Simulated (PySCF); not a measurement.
C5H6F2.
SMILES: `C(=C(\F)C=C)(/C)F`

Torsions of this conformer, `[CH2:1]=[CH:2]/[C:3]([F:4])=[C:5](\[CH3:6])[F:7]`: C1–C2–C3–F4 0°.

The closed-shell ground state was solved at several levels (PySCF, density fitting, gas phase, non-relativistic). The structure is a single PBE0-D3(BJ)/def2-SVP conformer in the gas phase; no vibrational or solvent corrections.

```
             level  basis functions  HOMO (eV)  LUMO (eV)  gap (eV)  dipole (D)
       PBE0/STO-3G               41      -3.41       2.27      5.68        1.31
      KT3/pcSseg-1              149      -5.44      -1.71      3.73        2.50
     PBE0/def2-SVP              128      -6.41      -0.78      5.63        2.65
        PBE0/6-31G               75      -6.35      -0.66      5.69        3.05
      LDA/pcSseg-1              149      -5.63      -2.00      3.63        2.63
PBE0/6-311+G(2d,p)              225      -6.56      -0.97      5.59        2.79
     PBE0/IGLO-III              305      -6.54      -0.95      5.59        2.72
  wB97X-D/pcSseg-1              149      -8.29       0.80      9.09        2.85
     PBE0/pcSseg-0               75      -6.58      -0.94      5.64        3.12
BHandHLYP/pcSseg-1              149      -7.47       0.12      7.59        3.00
      PBE0/cc-pVDZ              128      -6.30      -0.68      5.62        2.53
```

Problem. Estimate the row for BLYP/pcSseg-1, a basis of 149 functions; the other rows only guide the guess.

Solution. HOMO -5.28 eV, LUMO -1.62 eV, gap 3.66 eV, dipole 2.50 D.

Problem. Over all these levels, which gives the widest orbital gap and which the narrowest?

Solution. wB97X-D/pcSseg-1 (range-separated hybrid) has the widest, 9.09 eV, and LDA/pcSseg-1 (LDA) the narrowest, 3.63 eV. The two share the basis. From the narrowest to the widest the HOMO moves by -2.66 eV and the LUMO by +2.80 eV.

Problem. How much does the basis alone move the frontier levels among the 7 PBE0 rows?

Solution. The HOMO by 3.17 eV and the LUMO by 3.24 eV. By rising basis size (HOMO, LUMO in eV): STO-3G -3.41, 2.27; 6-31G -6.35, -0.66; pcSseg-0 -6.58, -0.94; def2-SVP -6.41, -0.78; cc-pVDZ -6.30, -0.68; 6-311+G(2d,p) -6.56, -0.97; IGLO-III -6.54, -0.95.

Problem. How far do the dipole and the HOMO energy spread over the levels?

Solution. The dipole runs from 1.31 to 3.12 D (mean 2.64 D) and the HOMO from -8.29 to -3.41 eV.
